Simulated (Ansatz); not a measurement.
Species: H$_{2}$ClO$_{2}$Si, SMILES `Cl[Si](O)O` (H–O–Si–Cl torsion 103°, Cl–Si–O–H torsion 43°) (charge 0, multiplicity 2), formula H2ClO2Si.

**Question.** How many basis functions does frozen-core CCSD(T)/cc-pVTZ // M06-2X/def2-TZVP run with Ansatz (an electronic-structure program) use, how many core orbitals are frozen, and how many electrons are correlated?

**Answer.** 156 basis functions and 12 frozen orbitals, which leaves 25 correlated electrons. Core time is of the order of minutes.
